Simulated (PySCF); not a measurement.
2,4-dimethyl-2-hexene, C₈H₁₆.
Numbering: `[CH3:1][CH2:2][C@H:3]([CH3:4])[CH:5]=[C:6]([CH3:7])[CH3:8]` (hydrogens: H9, H10, H11 on C1; H12, H13 on C2; H14 on C3; H15, H16, H17 on C4; H18 on C5; H19, H20, H21 on C7; H22, H23, H24 on C8)

Computed by this run: PySCF 2.14.0, PBE0-D3(BJ)/def2-SVP geometry optimisation, gas phase; density fitting, grid level 1; the optimiser is geomeTRIC in internal coordinates, started from a GFN2-xTB structure with every atom displaced at random (about 0.01 Å).

Step 0: E = -8540.9842 eV
```
atom  x, y, z in Å  |  force x, y, z in eV/Å
C1     -1.4429    1.6823    1.0344   -1.986   0.674   0.050
C2     -2.0018    0.3952    0.4565    0.040   0.448  -0.420
C3     -1.0194   -0.2590   -0.5155    0.672  -0.453   0.905
C4     -1.5854   -1.4985   -1.1521   -2.237   0.497   0.659
C5      0.2459   -0.6577    0.2159   -0.858   0.408  -0.226
C6      1.4879   -0.2222    0.0351    1.185  -0.079   0.134
C7      1.9331    0.7836   -0.9810   -2.057   0.217   0.325
C8      2.6408   -0.7500    0.8655   -1.493  -0.280   0.062
H9     -2.1818    2.1492    1.7423    0.492  -0.304  -0.389
H10    -0.5313    1.5339    1.5691    1.058  -0.211   0.502
H11    -1.2857    2.4218    0.2420    0.211   0.152  -0.148
H12    -2.2070   -0.2920    1.2820   -0.242  -0.344   0.143
H13    -2.9605    0.6001   -0.0817    0.344  -0.158   0.330
H14    -0.7867    0.4633   -1.2919    0.155   0.385  -0.428
H15    -1.8868   -2.2400   -0.3844    0.168   0.092  -0.157
H16    -0.9125   -1.9487   -1.8269    1.124  -0.772  -1.081
H17    -2.5168   -1.2293   -1.7036    0.305  -0.243   0.087
H18     0.0636   -1.3829    1.0071    0.041  -0.293   0.252
H19     2.4325    1.6043   -0.4852    0.403   0.591   0.216
H20     2.6021    0.3384   -1.6746    1.064  -0.560  -0.948
H21     1.0726    1.1871   -1.5560    0.381  -0.026   0.179
H22     2.2858   -1.5076    1.5861    0.146   0.190   0.028
H23     3.1206    0.0709    1.3837    0.390   0.391   0.421
H24     3.3694   -1.2227    0.2276    0.693  -0.322  -0.496
```

Problem. Estimate the geometry and energy of step 1. (The exact step hangs on the optimiser's Hessian estimate; all steps are aligned on step 0, rigid shifts and turns removed.)

Solution. E = -8541.1940 eV, largest force 0.542 eV/Å
```
atom  x, y, z in Å  |  force x, y, z in eV/Å
C1     -1.5250    1.7318    1.0295    0.329  -0.107   0.094
C2     -1.9954    0.4092    0.4545   -0.015  -0.095   0.080
C3     -0.9896   -0.2685   -0.4859   -0.090   0.171  -0.129
C4     -1.6286   -1.4878   -1.1490    0.410  -0.197  -0.294
C5      0.2616   -0.6564    0.2415    0.074  -0.123   0.042
C6      1.5227   -0.2360    0.0440   -0.216   0.065   0.067
C7      1.9203    0.7866   -0.9758    0.368  -0.098  -0.177
C8      2.6538   -0.7800    0.8631    0.221   0.053  -0.106
H9     -2.2693    2.1538    1.7172   -0.033   0.059   0.068
H10    -0.5734    1.5995    1.5838   -0.231   0.070  -0.102
H11    -1.3402    2.4725    0.2362   -0.003   0.024  -0.033
H12    -2.2262   -0.2929    1.2794   -0.021   0.042  -0.053
H13    -2.9410    0.5529   -0.0954   -0.027   0.009   0.009
H14    -0.7416    0.4589   -1.2812   -0.008  -0.058   0.056
H15    -1.8681   -2.2579   -0.4012   -0.052  -0.060   0.061
H16    -0.9425   -1.9510   -1.8910   -0.201   0.151   0.250
H17    -2.5580   -1.2223   -1.6714   -0.079   0.043  -0.017
H18     0.1055   -1.4071    1.0314    0.004   0.027  -0.025
H19     2.4937    1.6033   -0.4998   -0.052  -0.053  -0.046
H20     2.5963    0.3324   -1.7340   -0.151   0.140   0.182
H21     1.0730    1.2318   -1.5067   -0.080   0.020  -0.026
H22     2.3148   -1.5060    1.6126   -0.033  -0.038   0.037
H23     3.1977    0.0321    1.3829   -0.064  -0.086  -0.038
H24     3.3956   -1.2793    0.2093   -0.051   0.040   0.100
```

The energy changes by -0.2098 eV. The first-order estimate −F·Δx gives -0.5197 eV and the mean of the old and new forces, exact on a quadratic surface, -0.2160 eV. The step makes an angle of 71° with the force vector and moves no atom by more than 0.096 Å.

The cost below is that of the whole optimisation. Time: 3.0 min; peak memory 0.77 GiB. Hardware: an Arm Neoverse V2 with one thread, shared host.
